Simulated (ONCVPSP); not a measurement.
**An all-electron radial function and its pseudo partner (Ca (Z = 20))**

Columns: radius, all-electron u(r) and pseudo u(r) of the 3s shell (level -47.09 eV) of calcium in the configuration [Ne] 3s2 3p6 4s2; PBE, scalar-relativistic, ONCV scheme, ONCVPSP 4.0.1.

```csv
r (bohr),all-electron,pseudo
0.108,-0.0443,0.1665
0.215,-0.5078,0.3260
0.322,-0.4312,0.4748
0.430,-0.0770,0.6093
0.538,0.3177,0.7237
0.645,0.6395,0.8139
0.752,0.8613,0.8787
0.860,0.9877,0.9174
0.968,1.0339,0.9298
1.075,1.0218,0.9177
1.182,0.9714,0.8845
1.290,0.8972,0.8334
1.398,0.8114,0.7695
1.505,0.7228,0.6981
1.612,0.6359,0.6232
1.720,0.5533,0.5478
1.828,0.4775,0.4757
1.935,0.4100,0.4096
2.042,0.3502,0.3501
2.150,0.2973,0.2973
2.258,0.2515,0.2514
2.365,0.2123,0.2123
2.472,0.1788,0.1788
2.580,0.1500,0.1500
2.688,0.1256,0.1256
2.795,0.1052,0.1052
```

**Question.** How many radial nodes do the two functions have?

**Answer.** The all-electron 3s function has n − l − 1 = 2 (the table is too coarse to show those close to the nucleus); the pseudo-wave has 0, since the states of the same l below it are removed with the core.

**Question.** At about which radius was the pseudo-wave matched?

**Answer.** 2.15 bohr. The columns agree to 0.0005 from 1.94 bohr on; several derivatives are matched, so the curves merge somewhat inside the radius.

**Question.** Is the pseudo-wave norm-conserving?

**Answer.** Yes: the ONCV scheme keeps the norm inside the radius equal to the all-electron one, which fixes the energy derivative of the logarithmic derivative at the level.
